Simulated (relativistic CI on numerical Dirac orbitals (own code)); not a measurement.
Hyperfine structure of B²⁺, mass number 11

Computed by Dirac-Coulomb-Breit CI, separate exchange-only KLI orbitals for each configuration, model QED (radiative potential, 1s self-energy scaled to tabulated hydrogen-like ionisation energies), valence Slater integrals scaled by 0.85, P86 correlation energy added to each configuration (own radial code, finite nucleus).

CI space (outside the closed core 1s2): 2s, 2p, 3s, 3p, 3d, 4s, 4p, 4f, 4d, 5s, 5p, 5g, 5f, 5d. Levels of other configurations are missing.

Nuclear spin I = 3/2, μ = 2.68838 μN, Q = 0.0406 b (tables of Stone and Pyykkö). The electronic factors are computed for point nuclear moments, without core polarisation; leaving it out makes A of s and p electrons in near-neutral atoms 20 to 40 % too small, and it can dominate for d and f shells.

```
     Level  E (cm⁻¹)  A (MHz)  B (MHz)
 2s 2S_1/2       0.0     3329         
2p 2P°_1/2   49663.5    728.4         
2p 2P°_3/2   49694.0    145.4     6.09
 3s 2S_1/2  180589.9    917.1         
3p 2P°_1/2  193537.6    233.3         
3p 2P°_3/2  193545.5    46.57     1.95
 3d 2D_3/2  195034.9    18.62     0.26
 3d 2D_5/2  195037.8    7.979    0.371
```

Levels with J = 0, under 50 % of one LS term, or S terms without an open s electron are left out. Small factors come from cancelling terms and can be off by tens of per cent or more.

Correlation outside the listed configurations is missing or only estimated: errors of thousands of cm⁻¹ between configurations and terms are usual at this charge. Rates and lifetimes follow the computed energies and can be off by large factors. The fine structure of a lone outer electron comes out too small, for d and f at times inverted, and misplaced configurations move strength between like terms. 10 of the 10 excited levels that our extract of the measured tables holds in this range could be paired (the sources list more); they are missed by 773 cm⁻¹ on average and 1305 at most, and levels without a partner can miss by more.

(1) Give the hyperfine levels of 2s 2S_1/2 relative to its centre of gravity.

## Answers

(1) With K = F(F + 1) − I(I + 1) − J(J + 1), E = AK/2: F = 1: -4161, F = 2: 2497 MHz.
